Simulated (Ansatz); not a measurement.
`[CH3][InH][C]#N` + `N[Si](O)(O)O` → `CO[Si](N)(O)O` + `N#[C][InH2]`  (substitution at a C–In bond)

Program: Ansatz. Geometries: PBE0-D4/def2-TZVP. ΔE: electronic, gas phase. CBS: MP2 limit from def2 TZ/QZ plus the TZ coupled-cluster correction, frozen cores. DFT in def2-TZVPP. def2 core potentials past Kr. For In outer-core shells are correlated without core-valence functions, which leaves a few kJ/mol of doubt a bond. Each species was taken in one conformer, which may not be the lowest.

```json
{"species": "`[CH3][InH][C]#N`", "ωB97M-V energy (Eh)": "-323.42415"}
{"species": "`N[Si](O)(O)O`", "ωB97M-V energy (Eh)": "-573.17264"}
{"species": "`CO[Si](N)(O)O`", "ωB97M-V energy (Eh)": "-612.45708"}
{"species": "`N#[C][InH2]`", "ωB97M-V energy (Eh)": "-284.10846"}
```

Q: Work out ΔE.

A: ΔE = (-612.45708) + (-284.10846) − (-323.42415) − (-573.17264) = 0.03125 Eh = +82.0 kJ/mol. CCSD(T)/CBS gives +91.6 kJ/mol.

Largest T1 diagnostic among the species: 0.015.

The D4 term adds −3.3 kJ/mol with B3LYP and −2.0 kJ/mol with PBE0; it sums over pairs of atoms, weighted by their polarisabilities, and B3LYP, whose exchange is more repulsive, gets the larger term. In def2-TZVPP, CCSD(T) changes the Hartree–Fock value by +19.0 kJ/mol (the triples alone add +1.8 kJ/mol) and MP2 by +29.8 kJ/mol.

B3LYP here is the variant with VWN-RPA as its local correlation; programs differ in this.
